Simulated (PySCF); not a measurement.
Compound: C4H10PSi (doublet state).
Cartesian coordinates in Å at the GFN2-xTB level; atoms count from 1:
```
atom  x, y, z in Å
C1    -1.2523   -1.3115    0.0406
C2    -1.4098    0.1257   -0.3827
C3    -0.4407    0.7317   -1.3418
C4    -0.4451    1.1756    0.0999
Si5    1.0311    0.7731    1.2096
P6     2.4831   -0.6072    0.2086
H7    -0.2027   -1.6015    0.0223
H8    -1.7995   -1.9677   -0.6350
H9    -1.6381   -1.4584    1.0487
H10   -2.4461    0.4338   -0.4763
H11    0.3873    0.1191   -1.6735
H12   -0.7979    1.4204   -2.0936
H13   -0.8813    2.1501    0.2886
H14    1.7088    2.0584    1.4808
H15    2.1687   -1.7437    0.9372
H16    3.5268   -0.2889    1.0576
```

The hyperfine couplings belong to this conformer and change with its torsions.

The species is `C[C@@H]1C[C@@H]1[SiH]P` [radical].

Theory: UKS B3LYP, pcH-1 on C H P Si, non-relativistic, mean-field spin-orbit, GIAO in PySCF. Geometry: GFN2-xTB, one conformer, isolated molecule. Couplings are sensitive to structure, and on GFN2-xTB geometries they can be far from those on DFT ones, by a factor of two or more for some ions and for spin on atoms past the first row. The SCF solution wasn't tested for stability.

Q: Match the computed a_iso(13C) values +27.7, +15.7, +5.1 MHz with the sites C2; C3; C4.

A: 
| site | a_iso (MHz) | ρ(0) (bohr⁻³) | position | distance from Si5 (Å) | spin population | largest \|T\| (MHz) |
| --- | --- | --- | --- | --- | --- | --- |
| C2 | +5.1 | +0.0045 | 2 bonds from Si5 | 2.99 | +0.01 | 2.6 |
| C3 | +15.7 | +0.0140 | 2 bonds from Si5 | 2.95 | +0.04 | 8.6 |
| C4 | +27.7 | +0.0246 | 1 bond from Si5 | 1.89 | 0.00 | 9.9 |

ρ(0) is the spin density at the nucleus and T the dipolar tensor; a_iso includes a spin–orbit part; entries for several nuclei are means. Largest spin populations (Mulliken): Si5 (+0.86) and P6 (+0.09). No atom but Si5 exceeds +0.15. The angles at Si5 add up to 327.0°, so it is pyramidal.

The spin density at the nucleus, in bohr⁻³, is negative for P6 (-0.0083), for instance. A restricted open-shell determinant has no negative spin density anywhere; here it arises because α and β orbitals differ (spin polarisation).

Means are taken over nuclei equivalent by connectivity, which assumes that they swap fast. The 1H value of +21.2 MHz is a mean of couplings from -3.1 to 45.5 MHz in this one geometry, not an average over conformers.
